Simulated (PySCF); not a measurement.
C$_{2}$H$_{6}$Te, singlet, geometry from GFN2-xTB (core potentials on Te); DF-PBE/def2-TZVPP in PySCF.

Input for PySCF:
```python
from pyscf import gto, scf, dft

mol = gto.M(
    atom='''
Te   -0.44664354   -0.15474491    0.44191220
H    -1.46076383   -0.00584980   -0.84608385
C     1.30075867   -0.19615924   -0.84485114
C     1.48540573    1.07555819   -1.64078192
H     1.22208522   -1.05500550   -1.50458135
H     2.14382820   -0.35850782   -0.17964074
H     1.58096303    1.93603918   -0.98208070
H     0.63689339    1.24249029   -2.30108889
H     2.38547174    1.01117536   -2.25216082
''',
    basis='def2-tzvpp',
    ecp={'Te': 'def2-tzvpp'},
    verbose=4,
    max_memory=1800,
)

mf = dft.RKS(mol)
mf.xc = 'pbe'
mf = mf.density_fit(auxbasis='def2-universal-jkfit')
mf.kernel()
```

Problem. Predict the main parts of the log of this PySCF run.

Solution. 
```
PySCF version 2.14.0

[INPUT] verbose = 4
[INPUT] num. atoms = 9
[INPUT] num. electrons = 42
[INPUT] charge = 0
[INPUT] spin (= nelec alpha-beta = 2S) = 0
[INPUT] symmetry False subgroup None
[INPUT] Mole.unit = angstrom
[INPUT] Symbol           X                Y                Z      unit          X                Y                Z       unit  Magmom
[INPUT]  1 Te    -0.446643540000  -0.154744910000   0.441912200000 AA   -0.844033965906  -0.292425499070   0.835093029104 Bohr   0.0
[INPUT]  2 H     -1.460763830000  -0.005849800000  -0.846083850000 AA   -2.760443571371  -0.011054519883  -1.598866754918 Bohr   0.0
[INPUT]  3 C      1.300758670000  -0.196159240000  -0.844851140000 AA    2.458077640454  -0.370687240403  -1.596537270627 Bohr   0.0
[INPUT]  4 C      1.485405730000   1.075558190000  -1.640781920000 AA    2.807010013560   2.032510410133  -3.100628458938 Bohr   0.0
[INPUT]  5 H      1.222085220000  -1.055005500000  -1.504581350000 AA    2.309406366679  -1.993671454910  -2.843246683628 Bohr   0.0
[INPUT]  6 H      2.143828200000  -0.358507820000  -0.179640740000 AA    4.051248156119  -0.677481593315  -0.339471799414 Bohr   0.0
[INPUT]  7 H      1.580963030000   1.936039180000  -0.982080700000 AA    2.987587139763   3.658583816628  -1.855863555221 Bohr   0.0
[INPUT]  8 H      0.636893390000   1.242490290000  -2.301088890000 AA    1.203554077646   2.347966360531  -4.348427790379 Bohr   0.0
[INPUT]  9 H      2.385471740000   1.011175360000  -2.252160820000 AA    4.507888266490   1.910844494308  -4.255967138276 Bohr   0.0

nuclear repulsion = 127.671785757915
number of shells = 74
number of NR pGTOs = 280
number of NR cGTOs = 196
basis = def2-tzvpp
ecp = {'Te': 'def2-tzvpp'}

******** <class 'pyscf.df.df_jk.DFRKS'> ********
method = DFRKS
initial guess = minao
damping factor = 0
level_shift factor = 0
DIIS = <class 'pyscf.scf.diis.CDIIS'>
diis_start_cycle = 1
diis_space = 8
diis_damp = 0
SCF conv_tol = 1e-09
SCF conv_tol_grad = None
SCF max_cycles = 50
direct_scf = False
XC library pyscf.dft.libxc version 7.1.2
    S. Lehtola, C. Steigemann, M. J. T. Oliveira, and M. A. L. Marques,  SoftwareX 7, 1–5 (2018)
XC functionals = pbe
    J. P. Perdew, K. Burke, and M. Ernzerhof,  Phys. Rev. Lett. 77, 3865 (1996)
    J. P. Perdew, K. Burke, and M. Ernzerhof,  Phys. Rev. Lett. 78, 1396 (1997)
    J. P. Perdew, K. Burke, and M. Ernzerhof,  Phys. Rev. Lett. 77, 3865 (1996)
    J. P. Perdew, K. Burke, and M. Ernzerhof,  Phys. Rev. Lett. 78, 1396 (1997)
radial grids:
    Treutler-Ahlrichs [JCP 102, 346 (1995); DOI:10.1063/1.469408] (M4) radial grids

becke partition: Becke, JCP 88, 2547 (1988); DOI:10.1063/1.454033
pruning grids: <function nwchem_prune>
grids dens level: 3
symmetrized grids: False
atomic radii adjust function: <function treutler_atomic_radii_adjust>
small_rho_cutoff = 0
Set gradient conv threshold to 3.16228e-05
Initial guess from minao.
tot grids = 109048
init E= -306.136561920288
  HOMO = -0.636358326661766  LUMO = -0.579422317362278  gap/eV = 1.54931
cycle= 1 E= -345.254094472396  delta_E= -39.1  |g|= 3.64  |ddm|= 28.1
  HOMO = 0.0129340745312602  LUMO = 0.0173111152535409  gap/eV = 0.11911
cycle= 2 E= -339.078317100454  delta_E= 6.18  |g|= 5.77  |ddm|=  108
  HOMO = -0.194840330591282  LUMO = -0.13439853233084  gap/eV = 1.64471
cycle= 3 E= -347.379422859272  delta_E= -8.3  |g|= 0.996  |ddm|=  107
  HOMO = -0.136294746648334  LUMO = -0.0573274005577034  gap/eV = 2.14881
cycle= 4 E= -347.336766031346  delta_E= 0.0427  |g|= 1.19  |ddm|= 2.71
  HOMO = -0.154305757490752  LUMO = -0.0256445899429512  gap/eV = 3.50105
cycle= 5 E= -347.716533335657  delta_E= -0.38  |g|= 0.312  |ddm|= 1.55
  HOMO = -0.18373612436479  LUMO = -0.0555585644120367  gap/eV = 3.48789
cycle= 6 E= -347.736830567136  delta_E= -0.0203  |g|= 0.148  |ddm|= 0.384
  HOMO = -0.187960575819247  LUMO = -0.0551350261810537  gap/eV = 3.61437
cycle= 7 E= -347.741448834402  delta_E= -0.00462  |g|= 0.0564  |ddm|= 0.171
  HOMO = -0.18436166426604  LUMO = -0.0531456727403246  gap/eV = 3.57057
cycle= 8 E= -347.742275735452  delta_E= -0.000827  |g|= 0.00747  |ddm|= 0.0616
  HOMO = -0.184495382730889  LUMO = -0.0531853656949597  gap/eV = 3.57313
cycle= 9 E= -347.742289080822  delta_E= -1.33e-05  |g|= 0.00263  |ddm|= 0.0103
  HOMO = -0.184581500916522  LUMO = -0.0532417763573552  gap/eV = 3.57394
cycle= 10 E= -347.742290233029  delta_E= -1.15e-06  |g|= 0.000631  |ddm|= 0.00279
  HOMO = -0.184633527785694  LUMO = -0.0532817538605563  gap/eV = 3.57426
cycle= 11 E= -347.742290343529  delta_E= -1.11e-07  |g|= 0.000193  |ddm|= 0.000953
  HOMO = -0.184620819014626  LUMO = -0.0532712810043137  gap/eV = 3.57420
cycle= 12 E= -347.742290351381  delta_E= -7.85e-09  |g|= 5.78e-05  |ddm|= 0.000274
  HOMO = -0.184619709105425  LUMO = -0.05327039247633  gap/eV = 3.57420
cycle= 13 E= -347.742290351802  delta_E= -4.21e-10  |g|= 2.53e-05  |ddm|= 6.47e-05
  HOMO = -0.184621252908101  LUMO = -0.0532715594934761  gap/eV = 3.57421
Extra cycle  E= -347.74229035166  delta_E= 1.41e-10  |g|= 3.52e-05  |ddm|= 5.77e-05
converged SCF energy = -347.74229035166
```
